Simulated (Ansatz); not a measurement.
Computed with Ansatz on PBE0-D4/def2-TZVP structures; ΔE is electronic, products minus reactants. CCSD(T)/CBS adds triple-zeta CCSD(T) − MP2 to the extrapolated MP2 energy (def2 sets, frozen cores). This one scheme is used for every species. DFT in def2-TZVPP. B3LYP here is the variant with VWN-RPA as its local correlation; programs differ in this. HSE06 is defined as in plane-wave codes. For Ge outer-core shells are correlated without core-valence functions, which leaves a few kJ/mol of doubt a bond. Scalar relativity is left out up to krypton. Each species was taken in one conformer, which may not be the lowest.

Reaction (redistribution): `BSBS` + `[Cl][GeH3]` → `SBCl` + `B[S][GeH3]`

`BSBS`:

Cartesian coordinates in Å:
```
B 0.440 0.812 1.703
S -0.020 1.301 0.050
B -0.208 -0.294 -0.796
S -0.672 -0.263 -2.515
H 0.546 -0.339 1.989
H 0.629 1.691 2.486
H -0.026 -1.316 -0.218
H -0.689 -1.593 -2.699
```

`[Cl][GeH3]`:

Z-matrix (Å, degrees):
```
Ge
Cl 1 2.155
H 1 1.532 2 107.1
H 1 1.532 2 107.1 3 -120.0
H 1 1.532 2 107.1 3 120.0
```

`SBCl`:

Z-matrix (Å, degrees):
```
B
S 1 1.779
Cl 1 1.745 2 118.6
H 1 1.189 2 122.1 3 180.0
H 2 1.343 1 96.0 3 -180.0
```

`B[S][GeH3]`:

Cartesian coordinates in Å:
```
B 1.172 -0.273 -1.276
S 1.247 0.522 0.303
Ge -0.858 0.242 1.021
H 0.167 -0.774 -1.684
H 2.179 -0.283 -1.916
H -1.812 0.934 0.040
H -0.937 0.892 2.408
H -1.157 -1.260 1.104
```

Problem. Is it downhill or uphill in electronic energy at CCSD(T)/CBS, and by how much? (Estimate.)

Solution. Computed: Nearly level: ΔE = +0.2 kcal/mol.

Problem. What do these levels give: B3LYP-D4, PBE-QIDH, BLYP, HSE06, RPA@PBE/def2-TZVPP, SCS-MP2/def2-TZVPP? (An estimate is asked.)

Solution. The calculation gave: B3LYP-D4 0.2, PBE-QIDH 0.4, BLYP -0.2, HSE06 0.1, RPA@PBE/def2-TZVPP -0.4, SCS-MP2/def2-TZVPP 0.4 kcal/mol.

Largest T1 diagnostic among the species: 0.015.

From BLYP to BHLYP (50 % exact exchange), in def2-TZVPP and without D4, ΔE moves by +1.3 kcal/mol. At CCSD(T), def2-SVP lies −1.6 kcal/mol from the extrapolated value and def2-TZVPP −0.3 kcal/mol. In def2-TZVPP, CCSD(T) changes the Hartree–Fock value by −2.5 kcal/mol (the triples alone add −0.3 kcal/mol) and MP2 by −2.4 kcal/mol.
